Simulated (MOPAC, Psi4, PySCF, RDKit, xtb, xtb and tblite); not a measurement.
Two geometries of SMILES CCCc1ccco1 (C₇H₁₀O), singlet, relaxed at GFN2-xTB with one dihedral held; other torsions can differ between them too.

Structure A

```
18

C      1.9964    -0.1299     0.9093
C      1.7142     0.6354    -0.3771
C      0.6343    -0.0516    -1.2226
C     -0.6870    -0.0590    -0.5327
C     -1.4857    -1.0828    -0.1169
C     -2.6143    -0.4850     0.4984
C     -2.4149     0.8558     0.4138
O     -1.2526     1.1239    -0.2073
H      1.0937    -0.2097     1.5108
H      2.3474    -1.1352     0.6859
H      2.7580     0.3781     1.4963
H      2.6302     0.7106    -0.9666
H      1.3829     1.6473    -0.1372
H      0.9216    -1.0828    -1.4319
H      0.5391     0.4799    -2.1738
H     -1.2974    -2.1305    -0.2341
H     -3.4502    -0.9876     0.9402
H     -2.9988     1.6924     0.7426
```

Structure B

```
18

C      2.1453    -0.1647     0.8775
C      1.7060     0.6529    -0.3314
C      0.6149    -0.0487    -1.1411
C     -0.7218    -0.0465    -0.4690
C     -1.9151    -0.5660    -0.8810
C     -2.8524    -0.2752     0.1404
C     -2.1608     0.3974     1.0966
O     -0.8724     0.5386     0.7362
H      1.3099    -0.3298     1.5521
H      2.5324    -1.1321     0.5630
H      2.9283     0.3570     1.4230
H      2.5674     0.8217    -0.9816
H      1.3388     1.6258    -0.0010
H      0.9114    -1.0833    -1.3378
H      0.5081     0.4450    -2.1121
H     -2.1032    -1.0884    -1.7968
H     -3.8917    -0.5326     0.1550
H     -2.4531     0.8124     2.0405
```

Q: Which is lower in energy at the level B3LYP-D3(BJ)/def2-SVP // GFN2-xTB (Psi4), and by how much?

A: A is lower, by 9.48 kJ/mol (dihedral C2–C3–C4–O8: 60° in A, 0° in B).

E(B) − E(A) in kJ/mol at the other levels, on the same two geometries: GFN2-xTB (xtb and tblite) 6.43; MMFF94 // GFN2-xTB (RDKit) 7.12; B3LYP/def2-SVP // GFN2-xTB (Psi4) 8.89; PBE/def2-SVP // GFN2-xTB (Psi4) 8.53; PBE-D3(BJ)/def2-SVP // GFN2-xTB (Psi4) 8.93; UFF // GFN2-xTB (RDKit) 3.14; AM1, restricted, heats of formation // GFN2-xTB (MOPAC) 3.16; PM7, restricted, heats of formation // GFN2-xTB (MOPAC) 3.39; GFN1-xTB // GFN2-xTB (xtb) 3.86; restricted B3LYP/6-31G*, spherical d, density fitting // GFN2-xTB (PySCF) 9.91; restricted LDA (SVWN5)/6-31G*, spherical d, density fitting // GFN2-xTB (PySCF) 7.80; restricted Hartree-Fock/STO-3G // GFN2-xTB (PySCF) 6.56; restricted Hartree-Fock/6-31G*, spherical d, density fitting // GFN2-xTB (PySCF) 11.91.
